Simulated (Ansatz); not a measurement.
Program: Ansatz. Geometries: PBE0-D4/def2-TZVP. ΔE: electronic, gas phase. CBS: MP2 limit from def2 TZ/QZ plus the TZ coupled-cluster correction, frozen cores. This one scheme is used for every species. DFT in def2-TZVPP. Triplets are unrestricted, without spin–orbit coupling. Elements past krypton have def2 core potentials. For Br, Zr outer-core shells are correlated without core-valence functions, which leaves a few kJ/mol of doubt a bond. Scalar relativity is left out up to krypton. Each species was taken in one conformer, which may not be the lowest.

`C[O][Zr]([F])([F])[Br]` → `[CH2]` (triplet) + `[OH][Zr]([F])([F])[Br]`  (formal loss of a carbene)

| species | ωB97X-V energy (Eh) |
| --- | --- |
| `C[O][Zr]([F])([F])[Br]` | -2936.12120 |
| `[CH2]` (triplet) | -39.14786 |
| `[OH][Zr]([F])([F])[Br]` | -2896.81826 |

Task: Work out ΔE.

Result: ΔE = (-39.14786) + (-2896.81826) − (-2936.12120) = 0.15508 Eh = +97.3 kcal/mol. CCSD(T)/CBS gives +94.0 kcal/mol.

Task: What do rigid-rotor, harmonic-oscillator terms from PBE0-D4/def2-TZVP frequencies (298.15 K, 1 bar) make of the CCSD(T)/CBS value? (Estimate.)

Result: The calculation gave: ΔZPE = -7.5 kcal/mol, ΔH = +87.9 kcal/mol, ΔS = 149 J/(mol·K), ΔG = +77.3 kcal/mol. Open shells count their whole term as degenerate. Modes under 50 cm⁻¹ make the entropy rough.

Largest T1 diagnostic among the species: 0.015.

From BLYP to BHLYP (50 % exact exchange), in def2-TZVPP and without D4, ΔE moves by −2.5 kcal/mol. The D4 term adds +1.8 kcal/mol with B3LYP and +1.0 kcal/mol with PBE0; it sums over pairs of atoms, weighted by their polarisabilities, and B3LYP, whose exchange is more repulsive, gets the larger term.

B3LYP here is the variant with VWN-RPA as its local correlation; programs differ in this.
